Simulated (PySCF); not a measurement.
# What an electron can do to AlCu

PBE in PySCF with def2-TZVPPD on every atom, for the lowest determinant that a PBE0 search found; no spin–orbit coupling.

```tsv
species	state (unpaired electrons)	Re (Å)	ωe (cm⁻¹)	energy of the minimum from the neutral (eV)	De (eV)	dissociates to
AlCu	singlet (closed shell)	2.379	287	0.00	2.46	Al + Cu (3d10 4s1)
AlCu⁺	doublet (σ ↑)	2.393	248	7.06	1.46	Al⁺ + Cu (3d10 4s1)
AlCu⁻	doublet (π ↑)	2.390	261	-0.62	1.94	Al + Cu⁻ (3d10 4s2)
```

Task: Work out the lowest energy to break AlCu into atoms, from its vibrational ground state.

Result: D0 = De − ωe/2 = 2.46 − 0.02 = 2.44 eV (PBE/def2-TZVPPD).

Task: Work out the ionisation energy of the Al atom at this level and the threshold of dissociative ionisation.

Result: IE(Al) = 7.06 + 1.46 − 2.46 = 6.06 eV, so Al⁺ + Cu (3d10 4s1) + e⁻ appears at D0 + IE(Al) = 8.50 eV (PBE/def2-TZVPPD). The measured IE(Al) is 5.986 eV (NIST ASD).

Task: Work out the electron affinity of the Cu atom and the threshold of dissociative attachment.

Result: EA(Cu) = 2.46 − 1.94 − (-0.62) = 1.14 eV, so Al + Cu⁻ (3d10 4s2) needs D0 − EA(Cu) = 1.30 eV (PBE/def2-TZVPPD). The measured EA(Cu) is 1.235 eV.

Task: At which energy does ion-pair formation open?

Result: Al⁺ + Cu⁻ lies at D0 + IE(Al) − EA(Cu) = 7.36 eV (PBE/def2-TZVPPD).

These are thermodynamic thresholds; the onsets seen under electron impact lie higher where the geometry changes, and cross-sections peak well above them.

Closed-shell solutions of metal pairs were not tested for spin polarisation, which can lower them a little. For an ion De counts to the pair picked by the measured ionisation energies or electron affinities, which need not be the lowest pair at this level. The highest Kohn–Sham level is positive in this anion. Much of that is self-interaction error, but it also means that the finite basis helps to hold the extra electron.
